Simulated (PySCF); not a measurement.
Isomers C₇H₇FNP:

A. `C/C(F)=P\c1ccncc1`
B. SMILES C/C(F)=P\c1cccnc1
C. `C1C(c2cpcc(F)n2)C1`

Spectrum 1. 1H NMR (500 MHz, computed): δ 8.97 (d, 1H), 8.95 (m, 1H), 8.09 (m, 1H), 7.46 (m, 1H), 2.39 (m, 3H). 13C{1H} NMR (computed): δ 242.3 (C), 160.2 (CH), 155.5 (CH), 147.1 (CH), 142.5 (C), 128.0 (CH), 25.6 (CH3).

Spectrum 2. 1H NMR (500 MHz, computed): δ 8.99 (m, 2H), 7.50 (m, 2H), 2.42 (m, 3H). 13C{1H} NMR (computed): δ 242.2 (C), 156.5 (C), 155.6 (CH), 133.8 (CH), 26.7 (CH3).

Spectrum 3. 1H NMR (500 MHz, computed): δ 8.65 (m, 1H), 8.15 (m, 1H), 1.89 (m, 1H), 1.36 (m, 2H), 1.11 (m, 2H). 13C{1H} NMR (computed): δ 175.7 (C), 174.1 (C), 149.3 (CH), 135.3 (CH), 23.4 (CH), 16.7 (CH2).

PySCF calculation with geometry: GFN2-xTB and σ from GIAO-PBE0/pcSseg-1; no solvent model, single conformer, no relativistic terms, fast rotation and ring inversion assumed for equivalent nuclei.

Shifts are taken against calculated references (same method and geometry level): 1H (31.72 ppm), 13C (186.93 ppm) against TMS. Splittings of carbon signals by F and P are missing where no couplings were computed. Where no couplings were computed, multiplicities follow the n + 1 count of equivalent neighbours, and m marks all less simple cases (inequivalent or close neighbours, rings, F or P nearby). Shifts are as computed. Against solution values, carbons near 30 ppm lie about +3 ppm off and those near 130 ppm about +5 ppm. Of 1211 compounds with measured shifts, 218 miss one by over three times the rms of a fit or turn the order of signals round; such compounds aren't used in these exercises.

Task: Which spectrum belongs to which compound?

Result: 1–B, 2–A, 3–C.

- Spectrum 1 (B): 7 13C signals; δC 160.2 is an aromatic CH next to a ring nitrogen; δC 155.5 is an aromatic CH next to a ring nitrogen.
- Spectrum 2 (A): 5 13C signals; δC 155.6 is an aromatic CH next to a ring nitrogen; δC 133.8 is an aromatic CH.
- Spectrum 3 (C): 6 13C signals; δC 174.1 is an aromatic carbon bearing fluorine; δC 135.3 is an aromatic CH.
